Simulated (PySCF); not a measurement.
TiCl2O, SMILES [O]=[Ti]([Cl])[Cl], multiplicity 1. Heavy atoms are numbered as in [Ti:1]([Cl:2])([Cl:3])=[O:4].

The structure is a stationary point at ωB97X-D3(BJ)/def2-SVP. The multiplicity is an assumed one; other spin states were not compared. The isomer is the one that the SMILES or the coordinates give; other isomers of the formula were not compared.

The numbers are results of PBE0/pcSseg-1 (PySCF), not measurements.

GIAO shieldings, no solvent; atoms alike by connectivity are averaged. δ = σ(ref) − σ: ³⁵Cl against HCl (σ = 945.9 ppm); ¹⁷O against H2O (σ = 334.2 ppm), references at their B3LYP-D3(BJ)/def2-TZVP geometries, non-relativistic (without spin–orbit terms, shifts of atoms bonded to Cl or Br come out too high).

Computed chemical shifts:
| nucleus | atoms | count | δ (ppm) |
|---|---|---|---|
| ³⁵Cl | Cl2 | 2 | 647.7 |
| ¹⁷O | O4 | 1 | 1389.2 |
